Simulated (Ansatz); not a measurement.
Sn3O4. Charge 0, multiplicity 1. Geometry r2SCAN-D4/def2-SVP; atoms count from 1.

Cartesian coordinates in Å:
```
Sn 0.177 -1.879 -1.555
Sn -1.207 -0.432 1.651
Sn 1.091 1.669 -0.627
O -0.729 1.460 0.611
O 0.989 -0.053 -1.625
O -0.824 -1.707 0.168
O 0.505 0.941 1.377
```

In the def2 sets Sn takes a core potential; there is no spin–orbit coupling. The structure holds one bond between oxygen atoms, so isomers without such links may lie far lower. The restricted singlet is unstable towards broken spin symmetry in Hartree–Fock (as tested in another run); at PBE0-D4/def2-TZVP this wasn't settled. The structure comes from a short search, and lower isomers may exist.

(1) Estimate the Mulliken populations from the PBE0/def2-TZVP orbitals of Ansatz.

(2) And the Mayer bond orders between bonded heavy atoms (over 0.3)?

Answers

(1) 
```csv
atom,charge (e)
Sn1,0.80
Sn2,0.85
Sn3,0.85
O4,-0.47
O5,-0.79
O6,-0.79
O7,-0.47
```
Mulliken values and Mayer orders depend strongly on the basis.

(2) Sn1–O5 0.88 (2.00 Å); Sn1–O6 0.88 (2.00 Å); Sn2–O4 0.42 (2.21 Å); Sn2–O6 0.90 (1.99 Å); Sn2–O7 0.42 (2.21 Å); Sn3–O4 0.42 (2.21 Å); Sn3–O5 0.90 (1.99 Å); Sn3–O7 0.42 (2.21 Å); O4–O7 0.84 (1.54 Å).
